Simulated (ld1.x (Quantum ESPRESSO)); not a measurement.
Yb: excitation energies, all-electron against PAW

```json
{
  "Element": "ytterbium",
  "Generator": "ld1.x (Quantum ESPRESSO) 7.5",
  "Type": "PAW",
  "Functional": "LDA (PZ)",
  "Relativity": "scalar-relativistic",
  "Frozen core": "[Kr] 4d10",
  "Valence charge": "24",
  "Reference configuration": "4f14 5s2 5p6 5d0 6s0.5 6p0 (charge +1.5)",
  "Partial waves": "5s (bound): rcut 1.55, rcutus 1.85 bohr; 6s (bound): rcut 1.55, rcutus 1.85 bohr; 5p (bound): rcut 1.90, rcutus 2.60 bohr; 6p (bound, empty): rcut 1.90, rcutus 2.60 bohr; 5d (bound, empty): rcut 1.75, rcutus 2.20 bohr; 5d channel at 0.25 Ry: rcut 1.75, rcutus 2.20 bohr; 4f (bound): rcut 0.80, rcutus 0.90 bohr; 4f channel at 1.15 Ry: rcut 0.80, rcutus 0.90 bohr",
  "Local potential": "all-electron potential smoothed inside 2.40 bohr (lloc = -1)",
  "Core correction": "Bessel-smoothed model core, default radius (core density twice the valence density)",
  "Augmentation charge": "PSQ, inside the norm-conserving radii"
}
```

Energies are relative to the spin-unpolarised reference configuration 4f14 5s2 5p6 5d0 6s0.5 6p0; without spin polarisation the order of configurations can differ from experiment. Not all tests gave a result: test run stopped at test 5 of 9 (negative rho).

| valence configuration | charge | ΔE all-electron (eV) | error AE − PS (meV) |
| --- | --- | --- | --- |
| 4f14 5s2 5p6 5d0 6s2 6p0 | 0 | -12.267 | +6.6 |
| 4f14 5s2 5p5 5d0 6s2 6p0 | +1 | 20.931 | -42 |

**Question.** What are ΔE and the potential's error for 4f14 5s2 5p6 5d0 6s0 6p0?

**Answer.** ΔE = 6.955 eV all-electron; the error (AE − PS) is -2.8 meV.

**Question.** What are ΔE and the potential's error for 4f14 5s2 5p6 5d0 6s1 6p0?

**Answer.** ΔE = -5.507 eV all-electron; the error (AE − PS) is +2.4 meV.
